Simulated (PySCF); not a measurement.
Löwdin shares of the frontier orbitals

Species: C2H7NSi.
Z-matrix (Å and degrees, PBE0-D3(BJ)/def2-SVP geometry), rows numbered from 1:
```
C 
N   1  1.2610
Si  2  1.7607  1  124.99
C   3  1.8701  2  108.59  1   122.07
H   1  1.1071  2  120.61  3  -179.68
H   1  1.1132  2  124.58  3     0.58
H   3  1.4933  2  106.92  1  -118.64
H   3  1.5051  2  111.25  1     0.01
H   4  1.1007  3  110.88  2   -65.96
H   4  1.1010  3  110.76  2   173.86
H   4  1.1004  3  110.17  2    53.89
```

Theory: PySCF, TDDFT PBE0/def2-SVPD, vertical, gas phase, core orbitals frozen in the response.

Frontier orbitals with the atoms that hold most of them (Löwdin shares over 4%, at most four atoms; ? is withheld):

| orbital | ε (eV) | atoms |
| --- | --- | --- |
| HOMO-3 | -10.24 | N2 35%, C1 22%, Si3 13%, C4 13% |
| HOMO-2 | -9.22 | Si3 33%, H8 24%, C4 16%, H7 12% |
| HOMO-1 | -8.82 | ? |
| HOMO | -7.07 | N2 58%, C1 16%, Si3 9%, H6 7% |
| LUMO | ? | ? |
| LUMO+1 | 0.78 | Si3 30%, C4 21%, H9 9%, H10 7% |
| LUMO+2 | 0.84 | Si3 23%, C1 20%, H8 13%, H6 9% |

**Question.** Give the leading atoms of the LUMO.

**Answer.** C1 (bonded to N and 2 H) 42%; N2 (bonded to C and Si) 34%; H5 (bonded to C) 6%; H6 (bonded to C) 6%. By element: carbon 42% or more, nitrogen 34%, hydrogen 13% or more.

**Question.** Which atoms hold the HOMO-1, and with what shares?

**Answer.** C4 (bonded to Si and 3 H) 24%; Si3 (bonded to C, N and 2 H) 21%; N2 (bonded to C and Si) 16%; H7 (bonded to Si) 15%.

**Question.** What is the LUMO energy, and the HOMO–LUMO gap?

**Answer.** ε(LUMO) = -0.89 eV; the gap is 6.18 eV (0.2271 hartree).

**Question.** How does S1 compare with the orbital gap of 6.18 eV?

**Answer.** S1 is at 4.09 eV (f = 0.0003), 2.09 eV below the gap, made of HOMO→LUMO (99%). Without the coupling terms of the response equations the lowest excitation would equal the gap.

**Question.** One configuration dominates each of S1, S3 and S4. Which, and how do the shares of the two leading atoms of either orbital change from the occupied to the empty one?

**Answer.** 
- S1 (4.09 eV, f 0.0003), HOMO→LUMO (99%): N2 58% → 34%, C1 16% → 42%
- S3 (6.82 eV, f 0.016), HOMO→LUMO+1 (74%): N2 58% → at most 8%, C1 16% → at most 8%, Si3 9% → 30%, C4 at most 7% → 21%
- S4 (7.04 eV, f 0.047), HOMO-2→LUMO (72%): Si3 33% → at most 7%, H8 24% → at most 7%, C1 at most 12% → 42%, N2 at most 12% → 34%

Löwdin shares depend on the basis, the more so with diffuse functions.

One conformer stands for the species.
